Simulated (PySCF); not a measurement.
## Multinuclear NMR of C7H8O2

Geometry:
```json
{"atom": "C1", "x (Å)": "1.932", "y (Å)": "0.540", "z (Å)": "-1.534"}
{"atom": "C2", "x (Å)": "1.134", "y (Å)": "0.259", "z (Å)": "-0.495"}
{"atom": "C3", "x (Å)": "1.709", "y (Å)": "0.022", "z (Å)": "0.870"}
{"atom": "C4", "x (Å)": "-0.290", "y (Å)": "0.212", "z (Å)": "-0.719"}
{"atom": "C5", "x (Å)": "-1.304", "y (Å)": "-0.175", "z (Å)": "0.093"}
{"atom": "C6", "x (Å)": "-2.684", "y (Å)": "0.089", "z (Å)": "-0.370"}
{"atom": "O7", "x (Å)": "-2.983", "y (Å)": "0.442", "z (Å)": "-1.481"}
{"atom": "C8", "x (Å)": "-1.212", "y (Å)": "-0.834", "z (Å)": "1.401"}
{"atom": "O9", "x (Å)": "-2.035", "y (Å)": "-0.730", "z (Å)": "2.276"}
{"atom": "H10", "x (Å)": "1.543", "y (Å)": "0.709", "z (Å)": "-2.524"}
{"atom": "H11", "x (Å)": "3.003", "y (Å)": "0.584", "z (Å)": "-1.427"}
{"atom": "H12", "x (Å)": "1.083", "y (Å)": "0.471", "z (Å)": "1.638"}
{"atom": "H13", "x (Å)": "1.789", "y (Å)": "-1.046", "z (Å)": "1.072"}
{"atom": "H14", "x (Å)": "2.707", "y (Å)": "0.448", "z (Å)": "0.934"}
{"atom": "H15", "x (Å)": "-0.612", "y (Å)": "0.603", "z (Å)": "-1.681"}
{"atom": "H16", "x (Å)": "-3.439", "y (Å)": "-0.066", "z (Å)": "0.419"}
{"atom": "H17", "x (Å)": "-0.348", "y (Å)": "-1.514", "z (Å)": "1.517"}
```

Computational details: GIAO PBE0/pcSseg-1 shieldings, structure optimised with GFN2-xTB, in PySCF 2.14.0 with density-fitted response routines (non-relativistic, fast rotation and ring inversion assumed for equivalent nuclei, in vacuum, single conformer).

Question: What are the 17O shifts?

Answer: 
| atoms | environment | σ (ppm) | δ (ppm) |
| --- | --- | --- | --- |
| O9 | aldehyde oxygen | -368.6 | 602.5 |
| O7 | aldehyde oxygen | -322.8 | 560.7 |

Shieldings were converted by a linear fit to measured shifts: 17O: δ = 266.70 − 0.911σ (rms 10.7 ppm, 155 shifts, 12.2 ppm with the 3 outliers that the fit left out vs liquid water, solution or neat liquid). A few per cent of atoms miss by over 2 rms, more outside the fitted compound classes.

On a 400 MHz spectrometer 17O resonates near 54.2 MHz, so 1 ppm is 54.2 Hz.
